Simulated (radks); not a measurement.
Question: The mean radii <r> (bohr) of the occupied orbitals of an atom or ion are listed with their occupations. Method: scalar-relativistic Kohn-Sham, BLYP, spin-polarised, spherical densities, finite nucleus; Fermi nuclear charge, rms radius of each element as measured or else 0.836 A^(1/3) + 0.57 fm; computed with a radial shooting solver on a logarithmic mesh with Libxc functionals.

| orbital | occ. | <r> |
|---|---|---|
| 1s up | 1 | 0.01687 |
| 1s down | 1 | 0.01687 |
| 2s up | 1 | 0.07113 |
| 2s down | 1 | 0.07113 |
| 2p up | 3 | 0.06424 |
| 2p down | 3 | 0.06424 |
| 3s up | 1 | 0.1839 |
| 3s down | 1 | 0.1839 |
| 3p up | 3 | 0.1851 |
| 3p down | 3 | 0.1851 |
| 3d up | 5 | 0.1677 |
| 3d down | 5 | 0.1677 |
| 4s up | 1 | 0.4071 |
| 4s down | 1 | 0.4071 |
| 4p up | 3 | 0.4336 |
| 4p down | 3 | 0.4336 |
| 4d up | 5 | 0.4584 |
| 4d down | 5 | 0.4584 |
| 5s up | 1 | 0.9267 |
| 5s down | 1 | 0.9266 |
| 4f up | 7 | 0.4987 |
| 4f down | 7 | 0.4987 |
| 5p up | 3 | 1.073 |
| 5p down | 3 | 1.072 |
| 5d up | 5 | 1.632 |
| 5d down | 5 | 1.617 |
| 6s up | 1 | 2.861 |

Name the element and its charge. Open shells, if any, are filled with parallel spins first.

Answer: Z = 79, gold, charge 0: Au in [Xe] 4f14 5d10 6s1. The 1s radius gives Z: for a bare nucleus <r> = (2 gamma + 1)/(2Z) with gamma = sqrt(1 - (Z/c)^2), 0.01667 bohr for Z = 79, and screening makes it slightly larger (0.01687 here). The occupations add up to 79, and the charge is Z minus that.
